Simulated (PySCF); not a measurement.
**F4STe: script and output**

The script input.py:

```python
from pyscf import gto, scf

mol = gto.M(
    atom='Te 0 0 -0.058; S 0 0 2.1377; F 1.8785 0 -0.397; F 0 1.4959 -1.2123; F -1.8785 0 -0.397; F 0 -1.4959 -1.2123',
    basis='lanl2dz',
    ecp={'Te': 'lanl2dz', 'S': 'lanl2dz'},
    charge=0,
    spin=0,
    verbose=3,
)
mf = scf.RHF(mol)
mf.kernel()
mf.dip_moment()
print('orbital energies (hartree):', mf.mo_energy[..., max(0, mol.nelec[1]-3):mol.nelec[0]+3].round(4))
```

```bash
$ OMP_NUM_THREADS=1 python input.py
```

The log:

```
converged SCF energy = -415.368451068901
Dipole moment(X, Y, Z, Debye):  0.00000,  0.00000,  2.36296
orbital energies (hartree): [-0.5877 -0.4749 -0.4696 -0.084  -0.0188  0.0841]
```

In short: E(SCF) = -415.368451 Eh, μ(SCF) = 2.36 D.

Run time: 1.4 s on 1 thread of Arm Neoverse N1 (shared host), peak memory 0.11 GiB.
